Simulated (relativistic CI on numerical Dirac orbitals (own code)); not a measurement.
Method of calculation: Dirac-Coulomb-Breit CI, orbitals from a KLI potential per configuration, model QED (radiative potential, 1s self-energy scaled to tabulated hydrogen-like ionisation energies), unscaled Slater integrals (own radial code, finite nucleus).

Configurations in the expansion (outside the closed core [Ne]): 3s2 3p6 3d, 3s2 3p5 3d2, 3s 3p6 3d2, 3s2 3p6 4s, 3s2 3p6 4p, 3s2 3p6 4d, 3s2 3p6 4f, 3s2 3p5 3d 4s, 3s2 3p5 3d 4p, 3s2 3p6 5s, 3s2 3p6 5p, 3s2 3p5 3d 4d, 3s 3p6 3d 4s, 3s2 3p6 5d, 3s2 3p6 5f, 3s2 3p6 5g, 3s 3p6 3d 4p, 3s2 3p5 3d 4f, 3s2 3p6 6s, 3p6 3d2 4p, 3s2 3p6 6p, 3s2 3p6 6d, 3p6 3d3, 3p5 3d4, 3p6 3d2 4s, 3p5 3d3 4s. Double excitations out of closed p, d and f shells are left out; levels of such configurations are missing from the list, as are those of other unlisted configurations, and high levels can miss mixing partners. These lack a partner that the ground configuration has and come out too high: 3s2 3p5 3d 4p, 3s2 3p5 3d 4d, 3s2 3p5 3d 4f.

At this charge energies of transitions that change n are usually good to better than 1 %, and those within a shell (Δn = 0) to a few per cent.

Outline of the computed level scheme of Se XVI. Lowest level of each configuration: 3s2 3p6 3d 2D_3/2 at 0.000 eV; 3s2 3p5 3d2 4D°_1/2 at 80.218 eV.

Some strong electric-dipole decays among the lowest 45 levels: 3s2 3p5 3d2 2P°_1/2 → 3s2 3p6 3d 2D_3/2 (5.5e+11 s⁻¹); 3s2 3p5 3d2 2P°_3/2 → 3s2 3p6 3d 2D_5/2 (4.9e+11 s⁻¹); 3s2 3p5 3d2 2F°_7/2 → 3s2 3p6 3d 2D_5/2 (2.9e+11 s⁻¹); 3s2 3p5 3d2 2F°_5/2 → 3s2 3p6 3d 2D_3/2 (2.8e+11 s⁻¹); 3s2 3p5 3d2 2P°_3/2 → 3s2 3p6 3d 2D_3/2 (8.0e+10 s⁻¹); 3s2 3p5 3d2 2P°_1/2 → 3s2 3p6 3d 2D_3/2 (1.1e+10 s⁻¹); 3s2 3p5 3d2 2F°_7/2 → 3s2 3p6 3d 2D_5/2 (7.1e+09 s⁻¹); 3s2 3p5 3d2 2F°_5/2 → 3s2 3p6 3d 2D_3/2 (6.7e+09 s⁻¹).

LS names give the leading component of a level, which can be under half, so a name can repeat, a term be missing and a line seem to break the LS rules.
